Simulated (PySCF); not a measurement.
C₂H₈F₂Si₂, SMILES CC([SiH2]F)[SiH2]F.

Geometry optimised at B3LYP-D3(BJ)/def2-SVP. This is a generated structure with no PubChem entry under its InChIKey; it may be hypothetical. One conformer was computed; it need not be the lowest.

Two levels are set side by side: PBE/def2-TZVP (PySCF) and HF/def2-TZVP (PySCF). Same geometry, gas phase. Differences are taken from unrounded values.

| quantity | HF | PBE | PBE minus HF |
|---|---|---|---|
| orbital gap (eV) | 14.50 | 6.13 | -8.37 |
| highest occupied level (eV) | -11.59 | -7.24 | 4.36 |
| lowest empty level (eV) | 2.91 | -1.11 | -4.02 |
| dipole moment (D) | 3.07 | 2.74 | -0.33 |
| mean polarisability (bohr³) | 66.4 | 75.6 | 9.2 |

PBE's occupied levels lie high since its potential decays too fast outside the molecule; exact exchange lowers them and widens the gap. Loosely held outer electrons make PBE densities more polarisable. Differences between two approximate levels are no errors against the true value.

Rough cost on one machine, each run with all the roots and properties that it gave: HF against PBE about 1/3.
